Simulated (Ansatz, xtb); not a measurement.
## C3H3NO2S: 4 structures ranked

4 gas-phase structures of C3H3NO2S, from a drawn sample of its isomers (lower ones may exist). Each was relaxed with GFN2-xTB:

A. `O=[SH]c1ncco1`, a singlet
B. `O=[SH]c1cocn1`, a singlet
C. `Oc1cnsc1O`, a singlet
D. `O=[SH]c1ccno1`, a singlet

Q: Estimate their order in r2SCAN-D4/def2-SVP energy at these geometries, lowest first.

A: Calculated order at r2SCAN-D4/def2-SVP: C (0.0), B (38.9), A (42.9), D (65.9) kcal/mol.

Energies above the lowest of each column, in kcal/mol; the last columns are at PBE0-D3(BJ)/def2-SVP geometries and were run for some of them only (a dash: not run or not comparable):

```tsv
structure	GFN2-xTB	HF/STO-3G	r2SCAN-D4/def2-SVP	PBE0-D3(BJ)/def2-SVP	CCSD(T)/def2-SVP + ΔMP2/def2-TZVPP
C	0.0	0.0	0.0	0.0	0.0
B	18.7	105.7	38.9	38.2	28.1
A	21.3	106.6	42.9	42.6	31.6
D	47.6	120.0	65.9	–	–
```

Every level run on C puts it lowest or level with the lowest. Flexible structures stand in one conformer each, not always the lowest. Frequencies (GFN2-xTB) were run for A, B, C alone. The ΔMP2 step shifts differences by up to 10.7 kcal/mol, which makes them less sure. ΔMP2 is the change of the MP2 energy from the smaller to the larger basis.

Over these structures GFN2-xTB departs from r2SCAN-D4/def2-SVP by 7.5 kcal/mol on average once a common shift is removed. A GFN2-xTB relaxation took about 0.12 s and the r2SCAN-D4/def2-SVP energy about 1.9 s on a shared host (Ansatz 0.2.0, xtb 6.7.1).
